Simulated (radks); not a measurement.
Values are calculated unless marked as measured or tabulated.
Hg XI, 70 electrons, occupied as [Xe] 4f14 5d2.

Code: a radial shooting solver on a logarithmic mesh with Libxc functionals. Model: scalar-relativistic Kohn-Sham, LDA (Slater exchange, Perdew-Wang correlation), spin-polarised, spherical densities, finite nucleus; open shells are filled with parallel spins first (spin-orbit coupling, left out, can overturn this in heavy ions); Fermi nuclear charge, rms radius 5.4648 fm.

Energy parts (eV):
| part | energy |
|---|---|
| total | -532778.79 |
| kinetic | 597651.96 |
| electron-nucleus | -1314940.79 |
| Hartree | 194120.04 |
| exchange-correlation | -9610.02 |

Orbitals (lengths in bohr, moments of r in powers of bohr; <r^-3> diverges for s and p1/2):
| orbital | occ. | eigenvalue (eV) | <r> | <r^-3> | <r^4> |
|---|---|---|---|---|---|
| 1s up | 1 | -83246.53 | 0.01660 | - | 4.004e-07 |
| 1s down | 1 | -83246.53 | 0.01660 | - | 4.004e-07 |
| 2s up | 1 | -14902.73 | 0.06998 | - | 0.00005836 |
| 2s down | 1 | -14902.47 | 0.06998 | - | 0.00005836 |
| 2p up | 3 | -12885.65 | 0.06330 | 26760 | 0.00004763 |
| 2p down | 3 | -12885.43 | 0.06330 | 26760 | 0.00004763 |
| 3s up | 1 | -3669.392 | 0.1808 | - | 0.002105 |
| 3s down | 1 | -3669.255 | 0.1808 | - | 0.002105 |
| 3p up | 3 | -3086.302 | 0.1822 | 6151 | 0.002321 |
| 3p down | 3 | -3086.158 | 0.1822 | 6151 | 0.002321 |
| 3d up | 5 | -2470.707 | 0.1650 | 759.3 | 0.001781 |
| 3d down | 5 | -2470.504 | 0.1650 | 759.3 | 0.001781 |
| 4s up | 1 | -941.2484 | 0.3993 | - | 0.04668 |
| 4s down | 1 | -940.9779 | 0.3993 | - | 0.04666 |
| 4p up | 3 | -749.7425 | 0.4253 | 1497 | 0.06237 |
| 4p down | 3 | -749.4674 | 0.4252 | 1497 | 0.06230 |
| 4d up | 5 | -522.1237 | 0.4481 | 162.4 | 0.08477 |
| 4d down | 5 | -521.7965 | 0.4480 | 162.4 | 0.08452 |
| 5s up | 1 | -285.4457 | 0.8725 | - | 1.012 |
| 5s down | 1 | -283.7818 | 0.8704 | - | 1.004 |
| 4f up | 7 | -269.2434 | 0.4770 | 32.19 | 0.1445 |
| 4f down | 7 | -268.8154 | 0.4761 | 32.26 | 0.1427 |
| 5p up | 3 | -230.0561 | 0.9728 | 304.5 | 1.588 |
| 5p down | 3 | -228.1210 | 0.9708 | 307.1 | 1.578 |
| 5d up | 2 | -163.1516 | 1.150 | 27.07 | 3.208 |
| 5d down | 0 | -161.0085 | 1.150 | 27.21 | 3.220 |

The highest occupied level is 5d up at -163.15 eV. Summed over all electrons, <r^2> = 19.39 bohr^2, which gives a Langevin (diamagnetic) susceptibility term of -15.4 x 10^-6 cm^3/mol. The density falls to 0.001 e/bohr^3 at r = 2.35 bohr. For comparison, the ionisation energy in NIST's Atomic Spectra Database is 173 eV (theoretical). In exact Kohn-Sham theory the highest level is minus the ionisation energy, but local and semilocal functionals leave it too shallow, through self-interaction and a potential that decays too fast; potentials with the right tail come closer. The electron density at the nucleus is 2.49e+06 e/bohr^3 (large components only).
